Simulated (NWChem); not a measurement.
Everything below was run with NWChem. System: H2BO2, charge 0, spin multiplicity 2, at a geometry optimised with UPBE/def2-SVP. The structure started from a generated list of species. Its SCF solution wasn't tested for a lower state. Level: UTPSS/def2-TZVP.

Output (cleaned and shortened):

```
             Northwest Computational Chemistry Package (NWChem) 7.3.0
             --------------------------------------------------------

                                NWChem Input Module
                                -------------------

 Scaling coordinates for geometry "geometry" by  1.889725989
 (inverse scale =  0.529177249)

 Turning off AUTOSYM since
 SYMMETRY directive was detected!

                             Geometry "geometry" -> ""
                             -------------------------

 Output coordinates in angstroms (scale by  1.889725989 to convert to a.u.)

  No.       Tag          Charge          X              Y              Z
 ---- ---------------- ---------- -------------- -------------- --------------
    1 O                    8.0000    -1.22591000     0.00000000    -0.03893700
    2 B                    5.0000     0.00000000     0.00000000     0.53410200
    3 O                    8.0000     1.22591000     0.00000000    -0.03893700
    4 H                    1.0000    -1.21582100     0.00000000    -1.02376300
    5 H                    1.0000     1.21582100     0.00000000    -1.02376300

 Effective nuclear repulsion energy (a.u.)      59.8050865615

            Nuclear Dipole moment (a.u.)
            ----------------------------
        X                 Y               Z
 ---------------- ---------------- ----------------
     0.0000000000     0.0000000000    -0.0000151178

      Symmetry information
      --------------------

 Group name             C2v
 Group number             16
 Group order               4
 No. of unique centers     3

      Symmetry unique atoms

     1    2    4


 Summary of "ao basis" -> "" (spherical)
 ------------------------------------------------------------------------------
       Tag                 Description            Shells   Functions and Types
 ---------------- ------------------------------  ------  ---------------------
 *                         def2-tzvp                  on all atoms

                                 NWChem DFT Module
                                 -----------------

 Summary of "ao basis" -> "ao basis" (spherical)
 ------------------------------------------------------------------------------
       Tag                 Description            Shells   Functions and Types
 ---------------- ------------------------------  ------  ---------------------
 O                         def2-tzvp                11       31   5s3p2d1f
[...]
   Bfn.  Coefficient  Atom+Function         Bfn.  Coefficient  Atom+Function
  ----- ------------  ---------------      ----- ------------  ---------------
    44      0.635086  2 B  py                41      0.421745  2 B  py
    38      0.360280  2 B  py                13     -0.280122  1 O  py
    75     -0.280122  3 O  py                 7     -0.206661  1 O  py
    69     -0.206661  3 O  py                10     -0.165991  1 O  py
    72     -0.165991  3 O  py

   alpha - beta orbital overlaps
   -----------------------------

   alpha      1      2      3      4      5      6      7      8      9     10
    beta      1      2      3      4      5      6      7      8      9     10
 overlap   1.000  1.000  1.000  1.000  1.000  0.997  1.000  0.999  0.999  1.000

   alpha     11     12     13     14     15     16     17     18     19     20
    beta     11     12     13     14     15     16     18     17     19     20
 overlap   1.000  0.963  0.973  0.991  0.999  0.947  0.993  0.999  0.947  0.999

   alpha     21     22     23     24     25     26     27     28     29     30
    beta     21     22     24     23     26     25     27     28     29     30
 overlap   0.992  0.996  0.997  0.994  0.968  1.000  0.992  0.972  0.999  0.997

   alpha     31     32     33     34     35     36     37     38     39     40
    beta     31     32     33     34     35     36     37     38     39     40
 overlap   1.000  0.999  1.000  0.997  0.982  1.000  1.000  0.983  0.996  1.000

   alpha     41     42     43     44     45     46     47     48     49     50
    beta     41     42     43     44     45     46     47     48     49     50
 overlap   0.999  1.000  1.000  1.000  1.000  0.998  0.997  0.994  0.979  0.986

   alpha     51     52     53     54     55     56     57     58     59     60
    beta     51     52     54     53     55     56     57     58     59     60
 overlap   0.999  0.785  0.783  0.998  0.995  0.996  0.999  0.997  0.995  0.999

   alpha     61     62     63     64     65     66     67     68     69     70
    beta     61     62     63     64     65     66     67     68     69     70
 overlap   0.999  1.000  0.991  0.989  1.000  0.994  0.999  1.000  0.999  1.000

   alpha     71     72     73     74     75     76     77     78     79     80
    beta     71     72     73     74     75     76     77     78     79     80
 overlap   1.000  0.999  1.000  1.000  1.000  1.000  1.000  1.000  1.000  1.000

   alpha     81     82     83     84     85     86     87     88     89     90
    beta     81     82     83     84     85     86     87     88     89     90
 overlap   1.000  1.000  1.000  1.000  1.000  1.000  1.000  1.000  1.000  1.000

   alpha     91     92     93     94     95     96     97     98     99    100
    beta     91     92     93     94     95     96     97     98     99    100
 overlap   1.000  1.000  1.000  1.000  1.000  1.000  1.000  1.000  1.000  1.000

   alpha    101    102    103    104    105
    beta    101    102    103    104    105
 overlap   1.000  1.000  1.000  1.000  1.000

     --------------------------
     Expectation value of S2:
     --------------------------
      <S2> =      0.7527 (Exact =     0.7500)

 center of mass
 --------------
 x =   0.00000000 y =   0.00000000 z =   0.10792917

 moments of inertia (a.u.)
 ------------------
          18.408182191219           0.000000000000           0.000000000000
           0.000000000000         200.731181093420           0.000000000000
           0.000000000000           0.000000000000         182.322998902201

     Multipole analysis of the density
     ---------------------------------

     L   x y z        total         alpha         beta         nuclear
     -   - - -        -----         -----         ----         -------
     0   0 0 0     -0.000000    -12.000000    -11.000000     23.000000

     1   1 0 0      0.000000      0.000000      0.000000      0.000000
     1   0 1 0     -0.000000      0.000000     -0.000000      0.000000
     1   0 0 1     -1.234450     -1.501814      0.267380     -0.000015

     2   2 0 0    -15.353022    -56.674003    -55.105350     96.426331
     2   1 1 0     -0.000000     -0.000000     -0.000000      0.000000
     2   1 0 1      0.000000      0.000000      0.000000      0.000000
     2   0 2 0    -13.264962     -7.389207     -5.875755      0.000000
     2   0 1 1      0.000000     -0.000000      0.000000      0.000000
     2   0 0 2    -11.096236    -15.122897     -8.639059     12.665721

 Task  times  cpu:        2.8s     wall:        2.8s

 Total times  cpu:        2.8s     wall:        2.8s
```

**Question.** Write an NWChem input that would produce this output.

**Answer.** This is not unique; one that fits is 
```
start mol
memory heap 200 mb stack 900 mb global 1100 mb
geometry units angstroms nocenter noautoz
  O     -1.225910     0.000000    -0.038937
  B      0.000000     0.000000     0.534102
  O      1.225910     0.000000    -0.038937
  H     -1.215821     0.000000    -1.023763
  H      1.215821     0.000000    -1.023763
  symmetry group C2v
end
basis spherical
  * library def2-tzvp
end
dft
  xc xtpss03 ctpss03
  odft
  mult 2
  semidirect memsize 60000000 filesize 0
  iterations 100
  grid fine
end
task dft energy
```
